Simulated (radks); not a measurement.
Q: The mean radii <r> (bohr) of the occupied orbitals of an atom or ion are listed with their occupations. All-electron calculation, Dirac Kohn-Sham, LDA (Slater exchange, Perdew-Wang correlation), spin-unpolarised, spherical densities, finite nucleus; Fermi nuclear charge, rms radius of each element as measured or else 0.836 A^(1/3) + 0.57 fm. Program: a radial shooting solver on a logarithmic mesh with Libxc functionals.

orbital  occ.      <r>
1s1/2       2  0.05855
2s1/2       2   0.2674
2p1/2       2   0.2337
2p3/2       4   0.2368
3s1/2       2   0.8122
3p1/2       2   0.8524
3p3/2       4   0.8621
3d3/2       4    1.137
3d5/2       2    1.145
4s1/2       2    2.965

Name the element and its charge. Open shells, if any, fill j = l - 1/2 first.

A: Z = 26, iron, charge 0: Fe in [Ar] 3d6 4s2. The 1s radius gives Z: for a bare nucleus <r> = (2 gamma + 1)/(2Z) with gamma = sqrt(1 - (Z/c)^2), 0.05699 bohr for Z = 26, and screening makes it slightly larger (0.05855 here). The occupations add up to 26, and the charge is Z minus that.
